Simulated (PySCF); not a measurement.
Excitation energy of Be by level of theory

Be [He] 2s2 (1S) → Be [He] 2s1 2p1 (3P), as a difference of total energies. All numbers are calculated (PySCF 2.14, no relativity, point nucleus, in aug-cc-pCVDZ). Correlated levels: valence: 1s2 frozen; valence and next inner shell: nothing frozen. The calculations carry no spin-orbit coupling.

| method | excitation energy (eV) |
| --- | --- |
| UHF | 1.630 |
| LDA | 2.427 |
| PBE | 2.321 |
| PBE0 | 2.299 |
| r2SCAN | 2.141 |
| MN15 | 2.992 |
| r2SCANh | 2.160 |
| CAM-B3LYP | 2.496 |
| B2PLYP | 2.503 |
| SCS-MP2 (valence) | 2.464 |
| MP2 (valence and next inner shell) | 2.293 |

Problem. Estimate what MP2 (valence) gives.

Solution. 2.280 eV, closest to MP2 (valence and next inner shell) among the rows shown.

Problem. Estimate what SCS-MP2 (valence and next inner shell) gives.

Solution. 2.478 eV, closest to SCS-MP2 (valence) among the rows shown.

Errors of the correlated levels include the incompleteness of this basis and the frozen core.

For comparison: 2.725 eV (measured; NIST levels, between the centres of gravity of the two terms).
